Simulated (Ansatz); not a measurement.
Cl2Se, charge -1, doublet, geometry from GFN2-xTB (a state made from the parent by changing its charge; the spin is typed, not shown lowest) (a gas-phase anion, which may not be bound at this level); WB97X-V/STO-3G in Ansatz (a program for electronic structure).

Here is a job for Ansatz.
Ansatz 0.2 input:
```yaml
crystal:
  periodic: [false, false, false]
  atoms:
    - {symbol: Se, position_ang: [0.09953013, 0.11985247, 0.83385844]}
    - {symbol: Cl, position_ang: [1.01690937, 1.22996103, -0.75042855]}
    - {symbol: Cl, position_ang: [-1.21596964, -1.46966598, -0.91728834]}
basis:
  gaussian:
    orbitals: STO-3G
hamiltonian:
  xc: {name: wB97X-V}
total_charge: -1
magnetization: {spin_polarized: true, initial_magnetization: 1}
```

Output, abridged:

```
Functional definition: wB97X-V
365 factors; integrals over basis functions are off by at most 1.5e-5 eV
109 factors; integrals over basis functions are off by at most 4.0e-7 eV
mean field evaluation 1: about -89387.4364 eV, gradient 5.8e0 eV
mean field evaluation 2: about -89388.2393 eV, gradient 1.2e0 eV
mean field evaluation 4: about -89388.2865 eV, gradient 8.5e-2 eV
mean field evaluation 8: about -89388.2966 eV, gradient 3.4e-3 eV
mean field -89388.29659116 eV, -3284.9593101616 hartree, gradient 6.2e-5 eV, S^2 0.751380; 0 other end points of the search recorded, 0 dependent functions left out
reference -89388.29659046 eV, -3284.9593101358 hartree; 35, 34 occupied and 1, 2 virtual orbitals, 365 factors
Total energy: -89388.29659046 eV, -3284.9593101358 hartree
```
